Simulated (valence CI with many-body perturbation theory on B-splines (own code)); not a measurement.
Ho⁶¹⁺: electric-dipole lines

Level of theory: valence CI with perturbative core correlation (CI+MBPT): four valence electrons over a frozen Dirac-Fock core [He], radial functions for each j: 11 s, 11 p, 10 d, 8 f, 5 g, 2 h, with the one-electron correlation potential Σ1, the two-electron term Σ2, the three-electron term Σ3, Breit, model QED; selected CI, second order for the rest, scaled by the run's own slope (own B-spline code, finite nucleus).

The last digits are not significant, and no measured levels were compared; by estimate large intervals hold to a few tenths of a per cent, small ones and those within an open d or f shell to about a per cent. Among the levels kept, up to 910 cm⁻¹ of a level comes from second order outside the variational space, and about a tenth of that is noise between levels of different J, which matters for small intervals.

Lines 201 to 250 of 539 in falling wavelength, among levels below 11083 eV, chosen from the strongest by gf and those to the six lowest levels. Wavelengths and rates use the calculated energies. Electric multipoles are in the length gauge, E1 and E2 with the static RPA response of the core. Weak lines are less certain than strong ones. Lines between different terms over intervals too small for the method are left out, as are lines whose strength nearly cancels. The highest levels of a list are the least certain.

Levels are named by their leading jj configuration (3d3/2^4 stands for four electrons in 3d with j = 3/2), which in mixed levels can hold well under half, so a name can repeat and another be missing. Letters in brackets count levels of one name in rising energy.

```
λ vac (Å)                           Upper                           Lower   A (s⁻¹)  log gf  Branch %
    10.28  (2s 2p1/2 2p3/2 3d5/2) J=2 [c]          (2s^2 2p1/2 3d5/2) J=2  3.41e+12   -0.57       0.2
    10.27  (2s 2p1/2 2p3/2 3d5/2) J=2 [d]          (2s^2 2p1/2 3d5/2) J=3  3.78e+12   -0.52       0.4
    10.27   (2p1/2 2p3/2^2 3d3/2) J=2 [c]  (2s 2p1/2 2p3/2 3d3/2) J=3 [c]  3.72e+12   -0.53       6.0
    10.27          (2s 2p3/2^2 3p3/2) J=0          (2s^2 2p3/2 3p3/2) J=1  7.40e+12   -0.93      72.1
    10.27  (2s 2p1/2 2p3/2 3p3/2) J=1 [d]          (2s^2 2p1/2 3p3/2) J=1  3.05e+12   -0.84       1.7
    10.27     (2s 2p1/2 2p3/2 3s) J=2 [c]             (2s^2 2p1/2 3s) J=1  4.22e+12   -0.48       4.1
    10.27  (2s 2p1/2 2p3/2 3d5/2) J=1 [c]          (2s^2 2p1/2 3d5/2) J=2  4.69e+12   -0.65       0.5
    10.26      (2s 2p3/2^2 3d3/2) J=2 [b]          (2s^2 2p3/2 3d3/2) J=1  1.91e+12   -0.82       0.2
    10.26  (2s 2p1/2 2p3/2 3p3/2) J=2 [d]          (2s^2 2p1/2 3p3/2) J=2  3.95e+12   -0.51       2.4
    10.26     (2s 2p1/2 2p3/2 3s) J=1 [c]             (2s^2 2p1/2 3s) J=0  4.14e+12   -0.71       4.6
    10.25       (2p1/2 2p3/2^2 3p1/2) J=0  (2s 2p1/2 2p3/2 3p1/2) J=1 [c]  7.64e+12   -0.92       1.8
    10.25       (2p1/2^2 2p3/2 3d3/2) J=2          (2s 2p1/2^2 3d3/2) J=1  1.55e+12   -0.91       1.6
    10.25       (2p1/2^2 2p3/2 3d5/2) J=3          (2s 2p1/2^2 3d5/2) J=2  1.39e+12   -0.81       0.1
    10.24         (2s 2p3/2^2 3s) J=1 [b]             (2s^2 2p3/2 3s) J=1  6.71e+12   -0.50       3.1
    10.24      (2s 2p3/2^2 3d5/2) J=3 [c]          (2s^2 2p3/2 3d5/2) J=2  2.00e+12   -0.66       0.2
    10.24          (2p1/2^2 2p3/2 3s) J=2             (2s 2p1/2^2 3s) J=1  2.71e+12   -0.67       2.1
    10.24       (2p1/2^2 2p3/2 3d3/2) J=3          (2s 2p1/2^2 3d3/2) J=2  2.91e+12   -0.49       9.9
    10.24       (2p1/2^2 2p3/2 3p1/2) J=2          (2s 2p1/2^2 3p1/2) J=1  2.82e+12   -0.65       0.5
    10.23      (2s 2p3/2^2 3d3/2) J=2 [b]          (2s^2 2p3/2 3d3/2) J=3  1.59e+12   -0.90       0.1
    10.23   (2p1/2 2p3/2^2 3p3/2) J=1 [c]  (2s 2p1/2 2p3/2 3p3/2) J=2 [c]  2.93e+12   -0.86       1.0
    10.23      (2s 2p3/2^2 3d3/2) J=1 [c]          (2s^2 2p3/2 3d3/2) J=0  2.68e+12   -0.90       0.3
    10.23         (2s 2p3/2^2 3s) J=1 [a]             (2s^2 2p3/2 3s) J=2  3.82e+12   -0.74       3.0
    10.22      (2s 2p3/2^2 3p1/2) J=1 [b]          (2s^2 2p3/2 3p1/2) J=2  3.91e+12   -0.74       1.5
    10.22      (2s 2p3/2^2 3p3/2) J=3 [b]          (2s^2 2p3/2 3p3/2) J=3  5.70e+12   -0.20       2.2
    10.22  (2s 2p1/2 2p3/2 3d3/2) J=1 [c]          (2s^2 2p1/2 3d3/2) J=2  3.37e+12   -0.80       0.7
    10.21   (2p1/2 2p3/2^2 3p3/2) J=2 [c]  (2s 2p1/2 2p3/2 3p3/2) J=3 [c]  2.83e+12   -0.66       0.9
    10.21      (2s 2p3/2^2 3d5/2) J=4 [b]          (2s^2 2p3/2 3d5/2) J=4  5.11e+12   -0.14      30.2
    10.21      (2s 2p3/2^2 3p3/2) J=2 [b]          (2s^2 2p3/2 3p3/2) J=3  5.12e+12   -0.40      11.1
    10.21      (2s 2p3/2^2 3p1/2) J=2 [b]          (2s^2 2p3/2 3p1/2) J=2  6.63e+12   -0.29       3.9
    10.21      (2s 2p3/2^2 3p1/2) J=1 [a]          (2s^2 2p3/2 3p1/2) J=1  6.56e+12   -0.51       2.3
    10.21      (2s 2p3/2^2 3d3/2) J=3 [b]          (2s^2 2p3/2 3d3/2) J=3  4.54e+12   -0.30       0.5
    10.21  (2s 2p1/2 2p3/2 3p3/2) J=1 [e]          (2s^2 2p1/2 3p3/2) J=2  2.96e+12   -0.86      12.8
    10.20      (2p1/2 2p3/2^2 3s) J=2 [b]     (2s 2p1/2 2p3/2 3s) J=2 [b]  2.49e+12   -0.71       1.4
    10.20      (2s 2p3/2^2 3d3/2) J=1 [b]          (2s^2 2p3/2 3d3/2) J=2  3.34e+12   -0.81       0.4
    10.19      (2s 2p3/2^2 3d5/2) J=3 [b]          (2s^2 2p3/2 3d5/2) J=4  5.16e+12   -0.25      16.1
    10.17      (2s 2p3/2^2 3d5/2) J=2 [c]          (2s^2 2p3/2 3d5/2) J=3  3.61e+12   -0.55       0.2
    10.17      (2s 2p3/2^2 3d3/2) J=2 [b]          (2s^2 2p3/2 3d3/2) J=2  2.79e+12   -0.67       0.2
    10.17          (2s 2p1/2 2p3/2^2) J=0          (2s^2 2p1/2 2p3/2) J=1  3.94e+12   -1.21      99.9
    10.17   (2p1/2 2p3/2^2 3d3/2) J=2 [b]  (2s 2p1/2 2p3/2 3d3/2) J=2 [b]  1.92e+12   -0.83       0.2
    10.16       (2p1/2 2p3/2^2 3d3/2) J=4      (2s 2p1/2 2p3/2 3d3/2) J=4  2.70e+12   -0.42      24.3
    10.16       (2p1/2 2p3/2^2 3p1/2) J=3      (2s 2p1/2 2p3/2 3p1/2) J=3  3.04e+12   -0.48       0.5
    10.16       (2p1/2^2 2p3/2 3d3/2) J=1          (2s 2p1/2^2 3d3/2) J=1  2.97e+12   -0.86       1.0
    10.15      (2s 2p3/2^2 3d3/2) J=2 [c]          (2s^2 2p3/2 3d3/2) J=3  2.71e+12   -0.68       0.2
    10.15       (2p1/2^2 2p3/2 3p3/2) J=2          (2s 2p1/2^2 3p3/2) J=1  1.51e+12   -0.93       0.5
    10.15         (2s 2p3/2^2 3s) J=2 [b]             (2s^2 2p3/2 3s) J=2  6.27e+12   -0.31       9.6
    10.15       (2p1/2^2 2p3/2 3d5/2) J=1          (2s 2p1/2^2 3d5/2) J=2  3.58e+12   -0.78       0.3
    10.15      (2s 2p1/2 2p3/2^2) J=1 [a]          (2s^2 2p1/2 2p3/2) J=2  5.38e+11   -1.60       7.0
    10.14      (2s 2p3/2^2 3d5/2) J=1 [b]          (2s^2 2p3/2 3d5/2) J=2  4.58e+12   -0.67       0.4
    10.13       (2p1/2 2p3/2^2 3p3/2) J=4      (2s 2p1/2 2p3/2 3p3/2) J=4  2.97e+12   -0.39       1.1
    10.12      (2s 2p3/2^2 3d5/2) J=2 [c]  (2s 2p1/2 2p3/2 3p3/2) J=3 [a]  1.74e+12   -0.87       0.1
```
